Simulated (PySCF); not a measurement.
# Peak assignment

Atoms are numbered as in `[CH3:1][c:2]1[n:3][n:4][n:5]([SiH:6]([CH3:7])[CH3:8])[c:9]1[CH3:10]` (H(Xn): hydrogen on atom n).

One conformer, rapidly exchanging positions averaged, non-relativistic, gas phase. PBE0/pcSseg-1 with gauge-including orbitals; geometry from GFN2-xTB; PySCF 2.14.0 with density-fitted response routines.

Shifts are taken against calculated references (same method and geometry level): 13C (σref 186.93) and 1H (σref 31.72) vs TMS.

Problem. Assign these signals to the numbered atoms. 13C{1H} NMR (computed): δ 145.1 (C), 140.6 (C), 12.2 (CH3), 10.2 (CH3), -2.0 (CH3).

Solution. 
```tsv
δ (ppm)	atoms	environment	reason
145.1	C2	substituted aromatic carbon next to a ring nitrogen	–
140.6	C9	substituted aromatic carbon next to a ring nitrogen	–
12.2	C1	methyl carbon on an aromatic ring	a saturated carbon with 1 carbon neighbour and no heteroatom attached
10.2	C10	methyl carbon on an aromatic ring	–
-2.0	C7/C8	methyl carbon bonded to Si	an electropositive neighbour leaves it electron-rich and shielded
```

Problem. Assign these signals to the numbered atoms. 1H NMR (500 MHz, computed): δ 5.45 (sept, 1H), 2.54 (s, 3H), 2.45 (s, 3H), 0.59 (d, 6H).

Solution. 
| δ (ppm) | atoms | environment | reason |
| --- | --- | --- | --- |
| 5.45 | H(Si6) | hydrogen on a silicon bonded to 2 C, N | – |
| 2.54 | H(C1) | hydrogen on a methyl carbon on an aromatic ring | benzylic-type position, deshielded by the ring |
| 2.45 | H(C10) | hydrogen on a methyl carbon on an aromatic ring | – |
| 0.59 | H(C7)/H(C8) | hydrogen on a methyl carbon bonded to Si | an electropositive neighbour shields it, as in TMS itself |

H(C1) and H(C10) lie closer than the usual error of such a calculation, so a measured spectrum could show them in the other order.

Shifts are as computed. Against solution values, carbons near 30 ppm lie about +3 ppm off and those near 130 ppm about +5 ppm. Of 1211 compounds with measured shifts, 218 miss one by over three times the rms of a fit or turn the order of signals round; such compounds aren't used in these exercises. No couplings were computed; multiplicities are counted from neighbouring protons, with m where these are inequivalent, close in shift, in a saturated or five-membered ring or joined by F or P, and br s for small geminal =CH2 splittings.
